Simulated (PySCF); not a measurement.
## Fractional electron number in Nb²⁺ (niobium, charge +2)

The 4d alpha orbital of [Kr] 4d3 is emptied in steps (occupation f), with all orbitals relaxed, ending at [Kr] 4d2. All numbers are calculated (PySCF 2.14, scalar relativity through the core potential, in aug-cc-pVDZ-PP with ECP28MDF (5s5p4d2f, 54 functions)). The exact energy is a straight line in f; departures are measured from the line between the end points of the same method.

```csv
f,BHandHLYP (eV),wB97X (eV),M06-2X (eV)
1,0.000,0.000,0.000
0.75,-0.461,-0.261,-0.471
0.5,-0.617,-0.349,-0.627
0.25,-0.465,-0.261,-0.471
0,0.000,0.000,0.000
```

For M06-2X, how does the orbital energy at f = 1 compare with the removal energy?

−ε = 22.795 eV against a total-energy difference of 25.303 eV. By Janak's theorem ε = ∂E/∂f, so the gap between them reflects the curvature. Along the path −ε is 24.048 (f = 0.75), 25.305 (f = 0.5), 26.544 (f = 0.25) eV.

```csv
method,E(f=0) − E(f=1) (eV),−ε at f=1 (eV),−ε at f=0.5 (eV)
BHandHLYP,25.329,22.884,25.318
wB97X,25.068,23.684,25.068
M06-2X,25.303,22.795,25.305
```

Reference removal energy between the ground levels: 25.04 eV (semi-empirical (NIST evaluation); NIST Atomic Spectra Database, ionization energies). The calculation has no spin-orbit coupling. The determinant left behind need not be the lowest term of the ion.
